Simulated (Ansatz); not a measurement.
Nb3, relaxed as a doublet with UKS r2SCAN-D4/def2-TZVP in Ansatz, starting from packed atoms. Force threshold 0.02 eV/Å.

In the def2 sets Nb takes a core potential; there is no spin–orbit coupling. The charge 0 doublet is spin-contaminated (final ⟨S²⟩ up to 1.11, 0.75 for a pure state). The relaxation made no stability test and no search for a lower SCF solution. No other spin state of charge 0 was run. The structure comes from a short search, and lower isomers may exist.

Start:

```xyz
3

Nb    1.652    0.106   -0.879
Nb   -0.020   -0.704    1.791
Nb   -1.632    0.598   -0.912
```

| step | energy (eV) | largest force component (eV/Å) | SCF passes |
| --- | --- | --- | --- |
| 1 | -4644.0896 | 2.635 | 251 |
| 2 | -4645.3916 | 3.120 | 71 |
| 3 | -4647.1423 | 2.667 | 165 |
| 4 | -4648.1900 | 2.157 | 132 |
| 5 | -4648.6496 | 1.259 | 68 |
| 6 (rejected) | -4648.3681 | 2.559 | 82 |
| 7 | -4648.7017 | 0.263 | 73 |
| 8 | -4648.7036 | 0.089 | 55 |
| 9 | -4648.7046 | 0.094 | 53 |
| 10 | -4648.7066 | 0.107 | 59 |
| 11 (rejected) | -4648.7040 | 0.260 | 80 |
| 12 | -4648.7070 | 0.037 | 59 |
| 13 (rejected) | -4648.7058 | 0.122 | 53 |
| 14 | -4648.7071 | 0.016 | 53 |

Force components are those of the run's own axes.

End:

```csv
atom,x (Å),y (Å),z (Å)
Nb1,1.233,0.091,-0.686
Nb2,-0.110,-0.472,1.238
Nb3,-1.122,0.382,-0.552
```

By distances, no bond broke or formed. The bond that changes most is Nb2–Nb3, from 3.41 to 2.23 Å (atoms count from 1). The end is the same structure that another start reached.

No frequencies were taken in this run, so the end may be a saddle point.

It took 2.2 min on 4 threads of Arm Neoverse V2 on a shared host.
